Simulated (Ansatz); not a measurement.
Basis-set extrapolation for C$_{2}$H$_{4}$FNOSi (`N#COC(F)[SiH3]`) (PBE0-D4/def2-TZVP geometry, frozen core, Ansatz 0.2.0). Multiplicity 1, RHF reference.

|  | def2-TZVPP | def2-QZVPP |
| --- | --- | --- |
| HF | -595.831964 | -595.854009 |
| MP2 correlation | -1.101018 | -1.186156 |
| CCSD(T) correlation | -1.175672 | not run |

Energies in hartree. Use E(X) = E(∞) + A·exp(−7.88·√X) for Hartree–Fock and E(X) = E(∞) + B·X^(−2.97) for correlation, with X = 3 and 4, and add CCSD(T) minus MP2 of the smaller set to the MP2 limit.

What is the CCSD(T) energy at the basis-set limit?

HF limit: -595.854009 + (-0.022045) × 0.13774 = -595.85705. MP2 limit: -1.186156 + (-0.085138) × 0.74074 = -1.24922. Higher-order term: -1.175672 − (-1.101018) = -0.07465. Total: -597.18092 hartree, 108.7 kcal/mol below CCSD(T)/def2-TZVPP.
